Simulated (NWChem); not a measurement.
System: BSiH4O2F; SMILES OB(F)O[SiH3]

Here is an NWChem input.

```
start job
memory heap 200 mb stack 900 mb global 1100 mb
geometry units angstroms
  B      0.059365     0.687499     0.559996
  F      0.845919     1.779688     0.634429
  O     -0.877689     0.517108     1.507468
  H     -0.913008     1.202045     2.175932
  O      0.256373    -0.146838    -0.437025
  Si    -0.179368    -1.522207    -1.183224
  H     -1.305951    -2.166381    -0.508558
  H      1.030329    -2.340338    -1.124318
  H     -0.532281    -1.076464    -2.529531
end
basis spherical
  * library def2-svp
end
dft
  xc pbe0
  iterations 150
end
driver
  maxiter 120
end
task dft optimize
task dft freq
```

The optimisation ended at a saddle point (imaginary frequency).

The level has its own optimisation; frequencies are unscaled. Brackets give each atom's bonded neighbours.

Question: What results follow from this input? (PBE0/def2-SVP.) Quantities: r B–F (Å); r B–O [B(FOO)–O(BH)] (Å); r B–O [B(FOO)–O(BSi)] (Å); r H–O (Å); highest harmonic frequency (cm⁻¹); lowest (cm⁻¹); zero-point energy (kcal/mol); dipole (D).

Answer: The r B–F (Å) is 1.336, the r B–O [B(FOO)–O(BH)] (Å) comes out as 1.355 and the r B–O [B(FOO)–O(BSi)] (Å) is 1.348. The r H–O (Å) is 0.962 and the highest harmonic frequency (cm⁻¹) is 3925. The lowest (cm⁻¹) is -55. The zero-point energy (kcal/mol) is 32.9 and the dipole (D) comes out as 1.38.
